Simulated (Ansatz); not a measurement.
Species: CH₂S, net charge 0, singlet state. 
Coordinates optimised at B3LYP-D3(BJ)/def2-TZVP (Ansatz, a first-principles code):
SMILES: C=S
```xyz
4

C     -0.9907     0.1914    -0.1620
S      0.5657    -0.1093     0.0925
H     -1.3280     1.0050    -0.8021
H     -1.7796    -0.4045     0.2939
```

Atomisation energy built up term by term with Ansatz (kcal/mol; UHF references for open shells; valence terms freeze the core; atomic spin-orbit terms are left out). Basis-set limits of correlation are two-point, X^-3; Hartree-Fock from the larger set.

The Hartree-Fock reference is unstable (checked in the largest basis), which strains HF and MP2. 

| term | basis | kcal/mol |
|---|---|---|
| Hartree-Fock | aug-cc-pV(Q+d)Z | 225.51 |
| CCSD correlation | CBS(aug-cc-pV(T+d)Z,aug-cc-pV(Q+d)Z) | 91.58 |
| (T) | CBS(aug-cc-pV(T+d)Z,aug-cc-pV(Q+d)Z) | 7.96 |
| CCSDT - CCSD(T) | cc-pV(D+d)Z | 0.01 |
| core correlation | cc-pwCVTZ | 1.37 |
| scalar relativity (X2C) | cc-pVTZ-DK against cc-pVTZ | -0.41 |
| sum: De |  | 326.0 |

(T) makes 2.4 % of the CCSD(T) atomisation energy; under 5 % is typical of single-reference molecules.
